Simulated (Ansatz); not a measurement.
Total energies of CH5AlCl2S (`[CH3][Al-]([SH2+])([Cl])[Cl]`).

```
atom   x (Å)   y (Å)   z (Å)
  C1   0.390   1.174  -0.774
 Al2  -0.717   0.321   0.573
  S3   0.089  -2.059   0.655
 Cl4  -0.339   0.750   2.616
 Cl5  -2.724  -0.164   0.083
  H6   1.449   1.155  -0.503
  H7   0.275   0.706  -1.756
  H8   0.105   2.225  -0.883
  H9   1.410  -1.808   0.656
 H10   0.063  -2.300  -0.668
```

Charge 0, multiplicity 1. The structure was optimised at the PBE0-D4/def2-TZVP level. It is one conformer, not always the lowest. Basis def2-TZVPP, Ansatz.

RPA on PBE orbitals: Hartree–Fock energy of these orbitals -1599.40793 Eh, correlation -1.40306 Eh (frozen core).

| functional | kind | energy without D4 (Eh) | D4 term (kJ/mol) |
| --- | --- | --- | --- |
| LDA (SPW92) | LDA | -1596.57319 | – |
| revPBE | GGA | -1602.05897 | -69.7 |
| r2SCAN | meta-GGA | -1602.23697 | -7.1 |
| B97M-V | meta-GGA with VV10 | -1601.98006 | – |
| PBE0 | global hybrid, 25 % exact exchange | -1601.76593 | -24.8 |
| B3LYP | global hybrid, 20 % | -1602.44631 | -46.0 |
| r2SCANh | meta-GGA hybrid, 10 % | -1602.22967 | -7.8 |
| r2SCAN0 | meta-GGA hybrid, 25 % | -1602.21975 | -8.7 |
| HSE06 (plane-wave form) | screened hybrid | -1601.73429 | -23.5 |
| BHLYP | global hybrid, 50 % | -1602.34707 | -39.6 |
| CAM-B3LYP | range-separated hybrid | -1602.39159 | -25.9 |
| ωB97X-V | range-separated hybrid GGA with VV10 | -1602.12769 | – |
| B2PLYP | double hybrid | -1601.83007 | – |
| PBE-QIDH | double hybrid | -1601.42645 | – |

Problem. Give the same for PBE, BLYP, LC-ωPBE, ωB97M-V. (Estimate.)

Solution. Ansatz gave: 
| functional | kind | energy without D4 (Eh) | D4 term (kJ/mol) |
| --- | --- | --- | --- |
| PBE | GGA | -1601.62283 | -28.4 |
| BLYP | GGA | -1602.33203 | -59.4 |
| LC-ωPBE | long-range corrected hybrid | -1601.90607 | – |
| ωB97M-V | range-separated hybrid meta-GGA with VV10 | -1602.26337 | – |

B3LYP takes the VWN-RPA correlation (the form of Gaussian; ORCA's B3LYP/G). HSE06 is the plane-wave form, built on full-range PBE exchange. The double hybrids freeze the cores in their second-order part.

LC-ωPBE has ω = 0.4 bohr⁻¹.
